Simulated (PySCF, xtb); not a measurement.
ClHPbS, SMILES [SH][Pb][Cl] (connectivity only; charge and spin as stated), neutral, multiplicity 1. Other conformers were not sampled.

Harmonic wavenumbers (cm⁻¹) from GFN2-xTB (xtb) at its own minimum, in rising order: 81, 264, 281, 291, 590, 2445.

Task: What does PBE-D3(BJ)/def2-TZVP (PySCF) give at its own minimum? (The exact figures need the calculation; the answer reports its results.)

Result: 90, 289, 295, 305, 594, 2601. Paired by order, the mean absolute difference is 37 cm⁻¹ and the zero-point energies are 5.7 and 6.0 kcal/mol.
